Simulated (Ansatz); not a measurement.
Species: CH7B3, SMILES `BC(B)B` (charge 0, multiplicity 1), formula CH₇B₃.

### Question
How many basis functions does frozen-core CCSD(T)/cc-pVTZ // B3LYP-D3(BJ)/def2-TZVP (Ansatz, an electronic-structure program) use, how many core orbitals are frozen, and how many electrons are correlated?

### Answer
218 basis functions and 4 frozen orbitals, which leaves 20 correlated electrons. Core time is of the order of minutes.
